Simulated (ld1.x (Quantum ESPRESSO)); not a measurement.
## Pseudopotential generation for oxygen: TM, PBE, scalar-relativistic.

ld1.x (Quantum ESPRESSO) 7.5 input, shortened:

```
&input
   title='O', zed=8., rel=1, dft='PBE', iswitch=3,
   config='[He] 2s2 2p4'
 /
 &inputp
   pseudotype=2, tm=.true., lloc=0,
   nlcc=.false.
 /
2
2P  2  1   4.00   0.00  1.60  1.60  0.0
2S  1  0   2.00   0.00  0.85  0.85  0.0
 &test
   configts(1)='2s2 2p4'
 /
```

All-electron outer shells of the reference configuration (PBE, scalar-relativistic, ld1.x):

| shell | level (eV) | outermost node (bohr) | outermost maximum (bohr) |
| --- | --- | --- | --- |
| 1s | -514.70 | – | 0.13 |
| 2s | -23.96 | 0.28 | 0.87 |
| 2p | -9.03 | – | 0.82 |

Problem. Estimate the cutoffs (Ry, on a coarse ladder) from which the occupation-weighted sum of valence levels, in a spherical-Bessel basis at the reference potential, stays within 10 and 1 mRy of its value at 400 Ry.

Solution. 80 Ry and 180 Ry.

Problem. What does a ghost test show?

Solution. No extra level below or beside the all-electron valence levels (p, s, d, f tested).

Problem. Which valence shell sets the plane-wave cutoff?

Solution. 2s: its level needs 160 Ry to come within 1 mRy, against 60 Ry for 2p.

Problem. Tests: 2s2 2p3; 2s2 2p2; 2s2 2p1; 2s2 2p4.3; 2s2 2p3.5; 2s2 2p0; 2s0 2p6. Which has the largest error in its energy relative to the reference configuration, and how large is it?

Solution. 2s2 2p0, with +2941 meV (all-electron minus pseudo) on +180.79 eV.
